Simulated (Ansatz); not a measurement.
`[CH3][Al]([CH3])[CH2]S` and `CB(C)CS` differ in one element.

Ansatz, PBE0-D4/def2-TZVP geometries, multiplicity 1. Each molecule was computed in one conformer, which needn't be the lowest.

```
                                        property  `[CH3][Al]([CH3])[CH2]S`
              LUMO energy (PBE0/def2-TZVPP) / eV                     -0.07
            HOMO–LUMO gap (PBE0/def2-TZVPP) / eV                      6.75
size of the dipole moment (B3LYP/def2-TZVPP) / D                      1.00
               LUMO energy (PBE/def2-TZVPP) / eV                     -0.97
  size of the dipole moment (PBE/def2-TZVPP) / D                      1.00
         HOMO–LUMO gap (ωB97M-V/def2-TZVPP) / eV                     10.47
```

Task: What does the change do to each property? (An estimate is asked.)

Result: Ansatz gave: 
```csv
property,`CB(C)CS`,shift
LUMO energy (PBE0/def2-TZVPP) / eV,-0.02,0.05
HOMO–LUMO gap (PBE0/def2-TZVPP) / eV,7.09,0.34
size of the dipole moment (B3LYP/def2-TZVPP) / D,1.01,0.01
LUMO energy (PBE/def2-TZVPP) / eV,-0.99,-0.02
size of the dipole moment (PBE/def2-TZVPP) / D,1.00,0.00
HOMO–LUMO gap (ωB97M-V/def2-TZVPP) / eV,11.00,0.53
```

With PBE0 the HOMO falls by 0.29 eV and the LUMO rises by 0.05 eV, so the gap widens by about 0.34 eV. PBE moves the HOMO by -0.29 eV and ωB97M-V by -0.28 eV. Dipoles are sizes alone; their direction can turn.

B3LYP here is the variant with VWN-RPA as its local correlation; programs differ in this.
